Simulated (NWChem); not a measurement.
System meant: C₃H₉Sb; SMILES [CH3][Sb]([CH3])[CH3]

NWChem input:

```
start job
memory heap 200 mb stack 900 mb global 1100 mb
geometry units angstroms noautoz
  Sb     0.000172     0.001041     0.428711
  C     -1.596073    -0.938820    -0.750676
  H     -2.566644    -0.462137    -0.511387
  H     -1.658041    -2.015966    -0.500790
  H     -1.384334    -0.823058    -1.831596
  C      1.609830    -0.916021    -0.750342
  H      1.686638    -1.992329    -0.501011
  H      2.573628    -0.426116    -0.510450
  H      1.396868    -0.802555    -1.831262
  C     -0.012961     1.854384    -0.749570
  H     -0.918095     2.443526    -0.504261
  H     -0.009485     1.616739    -1.831330
  H      0.881777     2.458157    -0.501719
end
basis spherical
  Sb library def2-svp
  C library def2-svp
  H library def2-svp
end
dft
  xc xpbe96 cpbe96
  iterations 150
  mulliken
end
task dft energy
```

End of the output:

```
             Grid Information
             ----------------
          Grid used for XC integration:  medium
          Radial quadrature: Mura-Knowles
          Angular quadrature: Lebedev.
          Tag              B.-S. Rad. Rad. Pts. Rad. Cut. Ang. Pts.
          ---              ---------- --------- --------- ---------
          Sb                  1.45      123           9.0       590
          C                   0.70       49          11.0       434
          H                   0.35       45          12.0       434
          Grid pruning is: on
          Number of quadrature shells:   675
          Spatial weights used:  Erf1

          Convergence Information
          -----------------------
          Convergence aids based upon iterative change in
          total energy or number of iterations.
          Levelshifting, if invoked, occurs when the
          HOMO/LUMO gap drops below (HL_TOL):  1.00D-02
          DIIS, if invoked, will attempt to extrapolate
          using up to (NFOCK): 10 stored Fock matrices.

                    Damping( 0%)  Levelshifting(0.5)       DIIS
                  --------------- ------------------- ---------------
          dE  on:    start            ASAP                start
          dE off:    2 iters        150 iters           150 iters

      Screening Tolerance Information
      -------------------------------
          Density screening/tol_rho:  1.00D-10
          AO Gaussian exp screening on grid/accAOfunc:  14
          CD Gaussian exp screening on grid/accCDfunc:  20
          XC Gaussian exp screening on grid/accXCfunc:  20
          Schwarz screening/accCoul:  1.00D-08

      Superposition of Atomic Density Guess
      -------------------------------------

      charge =      51.0 Sb (Antinomy)

      symmetry species            s     p     d     f
      number of basis functions =10     7     6
      number of cont. functions = 4     4     2
      number of closed shells   = 5     3     2
      number of open shells     = 0     1     0
      open shell occupation     = 0     3     0
 ------------------------------------------------------------------------
 atomscf:atomd: error in atom scf                   0
 ------------------------------------------------------------------------
 ------------------------------------------------------------------------
  current input line :
    28: task dft energy
 ------------------------------------------------------------------------
 ------------------------------------------------------------------------
 This error has not yet been assigned to a category
 ------------------------------------------------------------------------
 For more information see the NWChem manual at https://nwchemgit.github.io

0:atomscf:atomd: error in atom scf:Received an Error in Communication
```

**Question.** Can this run be used? If not, why, and what is the fix?

**Answer.** The run crashed. Cause: the def2 basis of a heavy element holds valence functions alone and wants its effective core potential (without it all electrons must fit into that basis). This input runs:
```
start job
memory heap 200 mb stack 900 mb global 1100 mb
geometry units angstroms noautoz
  Sb     0.000172     0.001041     0.428711
  C     -1.596073    -0.938820    -0.750676
  H     -2.566644    -0.462137    -0.511387
  H     -1.658041    -2.015966    -0.500790
  H     -1.384334    -0.823058    -1.831596
  C      1.609830    -0.916021    -0.750342
  H      1.686638    -1.992329    -0.501011
  H      2.573628    -0.426116    -0.510450
  H      1.396868    -0.802555    -1.831262
  C     -0.012961     1.854384    -0.749570
  H     -0.918095     2.443526    -0.504261
  H     -0.009485     1.616739    -1.831330
  H      0.881777     2.458157    -0.501719
end
basis spherical
  * library def2-svp
end
ecp
  Sb library def2-ecp
end
dft
  xc xpbe96 cpbe96
  iterations 150
  mulliken
end
task dft energy
```
It converges to -359.69932 Ha (PBE/def2-SVP with def2 effective core potentials on Sb).
